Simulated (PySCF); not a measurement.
Compound: C₅H₇GeNO.
Atom-mapped SMILES: `[GeH3:1][O:2][c:3]1[cH:4][cH:5][cH:6][cH:7][n:8]1` (hydrogens: H9, H10, H11 on Ge1; H12 on C4; H13 on C5; H14 on C6; H15 on C7)

A linear-response calculation (PySCF, def2-SVPD basis, gas phase, vertical, core orbitals frozen in the response) gave these numbers; the functional is withheld.

Orbital energies (eV): HOMO-3 -9.44, HOMO-2 -8.37, HOMO-1 -7.84, HOMO -6.84, LUMO -0.83, LUMO+1 -0.13, LUMO+2 0.17.

```
state  E (eV)       f  main configurations (H = HOMO, L = LUMO)
   S1    5.07   0.062                                 H→L (90%)
   S2    5.37  0.0024                               H-1→L (98%)
   S3    5.97  0.0008                               H→L+2 (94%)
   S4    6.02   0.152                  H→L+1 (83%), H-2→L (12%)
   S5    6.04  0.0006                             H-1→L+1 (98%)
   S6    6.34  0.0015                               H→L+3 (92%)
```

Triplets, Tamm–Dancoff:

| state | E (eV) | λ (nm) | main configurations (H = HOMO, L = LUMO) |
| --- | --- | --- | --- |
| T1 | 3.89 | 319.1 | H→L (85%), H→L+1 (8%) |
| T2 | 4.25 | 292.0 | H→L+1 (74%), H→L (13%), H-2→L (10%) |
| T3 | 4.83 | 256.7 | H-1→L (95%) |
| T4 | 4.95 | 250.4 | H-2→L (83%), H→L+1 (14%) |

Vertical ionisation energy by ΔSCF with the same functional: 8.63 eV. Mean static polarisability: 98.6 au.

Problem. Which of these was used?
A. PBE
B. PBE0
C. HF
D. wB97X-D

Solution. B. PBE0 is a global hybrid with 25% exact exchange. In this run −ε(HOMO) = 6.84 eV differs from the ΔSCF value by -1.79 eV, and S1 differs from the orbital gap of 6.01 eV by -0.95 eV. The ratio −ε(HOMO)/IP is 0.79. Small neutral molecules mostly give 0.7 to 0.83 with PBE0, 0.5 to 0.7 with PBE, 0.89 to 0.99 with wB97X-D; with Hartree–Fock the ratio is 1 or more (Koopmans' value less the relaxation energy is the ΔSCF value).

Level of theory: TDDFT PBE0/def2-SVPD, vertical, gas phase, core orbitals frozen in the response (PySCF 2.14.0, density-fitted response routines). Geometry: PBE0-D3(BJ)/def2-SVP, one conformer, isolated molecule. Relativistic effects, spin–orbit coupling among them, are left out although an element past zinc is present.

Conformer computed: `[GeH3:1][O:2][c:3]1[cH:4][cH:5][cH:6][cH:7][n:8]1`: Ge1–O2–C3–C4 180°.
